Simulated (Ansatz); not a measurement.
`C[Si@H]1C[C@H]1F` + `O[SiH2]N[SiH2]Cl` → `CO[SiH2]N[SiH2]Cl` + `FC1C[SiH2]1`  (substitution at a C–Si bond)

Program: Ansatz. Geometries: PBE0-D4/def2-TZVP. ΔE: electronic, gas phase. CCSD(T)/CBS adds triple-zeta CCSD(T) − MP2 to the extrapolated MP2 energy (def2 sets, frozen cores). Functionals use def2-TZVPP. B3LYP here is the variant with VWN-RPA as its local correlation; programs differ in this. One conformer a species, not always the lowest.

(1) Is it downhill or uphill in electronic energy at CCSD(T)/CBS, and by how much? (An estimate is asked.)

(2) What do these levels give: r2SCAN-D4, PBE0-D4, ωB97X-V, ωB97M-V, PBE, B3LYP, HF/def2-TZVPP, MP2/def2-TZVPP, HF/def2-QZVPP, MP2/def2-QZVPP, SCS-MP2/def2-QZVPP, CCSD/CBS(def2)? (Estimate.)

Largest T1 diagnostic among the species: 0.012.

## Answers

(1) The calculation gave: Uphill: ΔE = +100.7 kJ/mol.

(2) Ansatz gave: r2SCAN-D4 99.9, PBE0-D4 98.6, ωB97X-V 93.8, ωB97M-V 99.0, PBE 98.4, B3LYP 94.1, HF/def2-TZVPP 88.2, MP2/def2-TZVPP 104.7, HF/def2-QZVPP 88.1, MP2/def2-QZVPP 106.6, SCS-MP2/def2-QZVPP 99.6, CCSD/CBS(def2) 100.4 kJ/mol.

The D4 term adds −3.3 kJ/mol with B3LYP and −2.1 kJ/mol with PBE0; it sums over pairs of atoms, weighted by their polarisabilities, and B3LYP, whose exchange is more repulsive, gets the larger term. In def2-TZVPP, CCSD(T) changes the Hartree–Fock value by +9.2 kJ/mol (the triples alone add +0.3 kJ/mol) and MP2 by +16.5 kJ/mol.
